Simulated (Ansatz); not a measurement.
`FC[C]1=[CH][AlH]1` → `F[C]1=[CH][AlH]1` + `[CH2]` (triplet) at 500 K and 1 bar (formal loss of a carbene).

Gas-phase electronic energies from Ansatz, PBE0-D4/def2-TZVP geometries. CBS: MP2 limit from def2 TZ/QZ plus the TZ coupled-cluster correction, frozen cores. This one scheme is used for every species. Triplets are unrestricted, without spin–orbit coupling. Each species was taken in one conformer, which may not be the lowest.

| species | CCSD(T)/CBS energy (Eh) | H − E (kJ/mol) | S (J/(mol·K)) |
| --- | --- | --- | --- |
| `FC[C]1=[CH][AlH]1` | -458.28061 | 190.8 | 377.9 |
| `F[C]1=[CH][AlH]1` | -419.02251 | 107.1 | 325.7 |
| `[CH2]` (triplet) | -39.09499 | 62.7 | 213.9 |

H − E and S are ideal-gas, rigid-rotor, harmonic terms from PBE0-D4/def2-TZVP, for one conformer and one mirror image of each species, with the whole ground term of open shells counted as degenerate. 1 Eh = 2625.50 kJ/mol, R = 8.31446 J/(mol·K).

**Question.** By hand: ΔE, ΔH, ΔS and ΔG.

**Answer.** ΔE = (-419.02251) + (-39.09499) − (-458.28061) = 0.16311 Eh = 428.2 kJ/mol. Δ(H − E) = 107.1 + 62.7 − 190.8 = -21.0, so ΔH = 407.2 kJ/mol. ΔS = 325.7 + 213.9 − 377.9 = 161.7 J/(mol·K). ΔG = 407.2 − 500 × (161.7)/1000 = 326.4 kJ/mol.

**Question.** By hand: the equilibrium constant, and the temperature at which ΔG would vanish if ΔH and ΔS stayed fixed.

**Answer.** log₁₀ K = −ΔG/(RT ln 10) = -34.1. ΔG = 0 at ΔH/ΔS = 2518 K, far beyond where these terms or the molecules hold.

The number of gas molecules changes by +1, which sets the sign of ΔS. A doubt of 5 kJ/mol in ΔE shifts log₁₀ K by 0.5 here. Other conformers and mirror images would add mixing entropy, several J/(mol·K) or more a flexible species. A triplet takes part, so the spin changes. These are equilibria of isolated gas molecules and say nothing of rates. Largest T1 diagnostic: 0.015 (customary marks: 0.02 for closed shells, 0.045 for open ones).
